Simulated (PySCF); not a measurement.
## UHF on Ru (ruthenium, neutral)

Configuration: [Kr] 4d7 5s1, high-spin 5F determinant. All numbers are calculated (PySCF 2.14, the spin-free X2C one-electron Hamiltonian (Gaussian nucleus), in aug-cc-pVTZ-DK (9s8p6d3f2g, 102 functions)).

| Item | Value |
| --- | --- |
| Total energy | -4527.855988 hartree |
| One-electron energy | -6246.8178 hartree |
| Hartree (Coulomb) energy | 1851.5747 hartree |
| Exchange energy | -132.6129 hartree |
| ⟨S²⟩ | 6.0045 |
| ⟨L²⟩ | 12.059 |
| Sum of ⟨r⟩ | 32.16 bohr |
| Sum of ⟨r²⟩ | 52.91 bohr² |
| Langevin diamagnetic susceptibility | -41.9 ×10⁻⁶ cm³/mol |

| shell | electrons | mean orbital energy (hartree) | spread (hartree) | rms radius, mean of both spins (bohr) |
| --- | --- | --- | --- | --- |
| 1s α | 1 | -817.00457 | 0 | 0.0384 |
| 1s β | 1 | -817.00386 | 0 | 0.0384 |
| 2s α | 1 | -120.40966 | 0 | 0.158 |
| 2s β | 1 | -120.38281 | 0 | 0.158 |
| 2p α | 3 | -107.63976 | 0 | 0.140 |
| 2p β | 3 | -107.61460 | 0 | 0.140 |
| 3s α | 1 | -22.46470 | 0 | 0.428 |
| 3s β | 1 | -22.44867 | 0 | 0.428 |
| 3p α | 3 | -18.14763 | 0 | 0.432 |
| 3p β | 3 | -18.13071 | 0 | 0.432 |
| 3d α | 5 | -11.20248 | 0.00970 | 0.418 |
| 3d β | 5 | -11.16502 | 0.03531 | 0.418 |
| 4s α | 1 | -3.52293 | 0 | 1.09 |
| 4s β | 1 | -3.35430 | 0 | 1.09 |
| 4p α | 3 | -2.24930 | 0 | 1.22 |
| 4p β | 3 | -2.03592 | 0 | 1.22 |
| 4d α | 5 | -0.42151 | 0.03865 | 1.83 |
| 4d β | 2 | -0.33296 | 0 | 1.83 |
| 5s α | 1 | -0.23813 | 0 | 3.83 |

Densities and radii are taken from the X2C orbitals without a picture-change correction, which distorts them close to the nucleus.

Spin-orbit constants ζ (cm⁻¹) from the X2C one-electron operator on these orbitals: bare nucleus, nucleus screened by l(l+1)(2l+1)/3 electrons, and screened by the Breit-Pauli mean field of the electrons.

| shell | bare | screened nucleus | mean field |
| --- | --- | --- | --- |
| 2p | 710700 | 678400 | n/a |
| 3p | 122000 | 116500 | n/a |
| 3d | 17550 | 13560 | n/a |
| 4p | 16920 | 16150 | n/a |
| 4d | 1303 | 1007 | n/a |

To first order the Landé constant is A = -251.7 cm⁻¹, so the lowest level has J = 5 and lies 0.187 eV below the centre of the term. This holds in LS coupling only.
